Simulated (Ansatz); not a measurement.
Ansatz (a first-principles code) input:

Ansatz 0.2 input:
```yaml
crystal:
  periodic: [false, false, false]
  atoms:
    - {symbol: Ga, position_ang: [0.33229674, 0.09962386, 0.36596543]}
    - {symbol: O, position_ang: [0.54446695, 0.03557473, -1.56196276]}
    - {symbol: H, position_ang: [-0.29118963, -0.18596325, -1.99132501]}
    - {symbol: O, position_ang: [-1.55636113, -0.33894457, 0.44754231]}
    - {symbol: H, position_ang: [-1.91485587, -0.47541784, -0.43823955]}
basis:
  gaussian:
    orbitals: def2-TZVPD
hamiltonian:
  xc: {name: r2SCANh}
total_charge: -1
output: {forces: true}
```

### Question
Predict the final energy.

### Answer
-2076.56451 Eh (r2SCANh/def2-TZVPD). The basis has 152 functions.
